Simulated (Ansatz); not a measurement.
Reactions of C₂H₈BNSi, SMILES `BN[SiH2]C=C`.

Calculated with Ansatz (gas phase, PBE0-D4/def2-TZVP geometries, no zero-point term in ΔE). CBS: MP2 limit from def2 TZ/QZ plus the TZ coupled-cluster correction, frozen cores. This one scheme is used for every species. DFT in def2-TZVPP. For Ga outer-core shells are correlated without core-valence functions, which leaves a few kJ/mol of doubt a bond. Scalar relativity is left out up to krypton. One conformer a species, not always the lowest.

```
                                                                   reaction  HF/CBS(def2) (eV)  B2PLYP (eV)  PBE-D4 (eV)  CCSD(T)/CBS(def2) (eV)
                          `BN[SiH2]C=C` + `C=NCO` → `BN[SiH2]CO` + `C=CN=C`               0.28         0.18         0.09                    0.21
               `BN[SiH2]C=C` + `[NH2][GaH2]` → `BN[SiH3]` + `C=C[NH][GaH2]`               0.38         0.35         0.28                    0.44
`BN[SiH2]C=C` + `[SiH3]N[SiH](Cl)Cl` → `C=C[SiH2]N[SiH](Cl)Cl` + `BN[SiH3]`               0.08         0.03        -0.03                   -0.01
                `BN[SiH2]C=C` + `OC[SiH2]Cl` → `BOC[SiH2]Cl` + `C=C[SiH2]N`              -0.14        -0.08        -0.02                   -0.05
                      `BN[SiH2]C=C` + `O[SiH3]` → `C=C[SiH2]O[SiH3]` + `BN`              -0.81        -0.71        -0.65                   -0.69
```

Largest T1 diagnostic: 0.014, for `C=C[NH][GaH2]`.
